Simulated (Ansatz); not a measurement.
A search over several starts for the lowest SCF solution of Li2Al4⁺ at the given spin, in a small basis.

```yaml
crystal:
  periodic: [false, false, false]
  atoms:
    - {symbol: Li, position_ang: [-2.789904, 1.279311, -0.037163]}
    - {symbol: Li, position_ang: [0.829465, -0.468530, 1.852301]}
    - {symbol: Al, position_ang: [-1.190709, -0.892730, -0.357326]}
    - {symbol: Al, position_ang: [2.153899, 0.448668, -0.551551]}
    - {symbol: Al, position_ang: [-0.100611, 1.502155, -0.241801]}
    - {symbol: Al, position_ang: [1.097851, -1.868874, -0.664461]}
basis:
  gaussian: {orbitals: def2-SVP}
total_charge: 1
magnetization: {spin_polarized: true, initial_magnetization: 1}
hamiltonian: {xc: pbe0, dispersion: d4}
output: {orbitals: {seedname: orbitals}}
```

```sh
$ ansatz run in.yaml --threads 4 --pin off --events-out ev --progress --plain --max-ram 3916MiB
```

Shortened log:

```
Functional definition: PBE0
890 factors; integrals over basis functions are off by at most 7.8e-4 eV
mean field evaluation 1: about -26764.7698 eV, gradient 1.9e1 eV
mean field evaluation 2: about -26763.4516 eV, gradient 2.1e1 eV
mean field evaluation 4: about -26768.6007 eV, gradient 2.7e0 eV
mean field evaluation 8: about -26768.7642 eV, gradient 1.2e-1 eV
mean field evaluation 16: about -26768.7663 eV, gradient 5.9e-3 eV
mean field evaluation 32: about -26768.7663 eV, gradient 7.0e-5 eV
mean field -26768.76630790 eV, -983.7340172939 hartree, gradient 4.6e-5 eV, S^2 0.761132; 6 other end points of the search recorded, 0 dependent functions left out
reference -26768.76635485 eV, -983.7340190193 hartree; 29, 28 occupied and 61, 62 virtual orbitals, 890 factors
Total energy: -26768.93398646 eV, -983.7401793673 hartree
```

It took 3.8 s on 4 threads of AMD EPYC 7B13 on a shared host.

The structure comes from a short search, and lower isomers may exist.
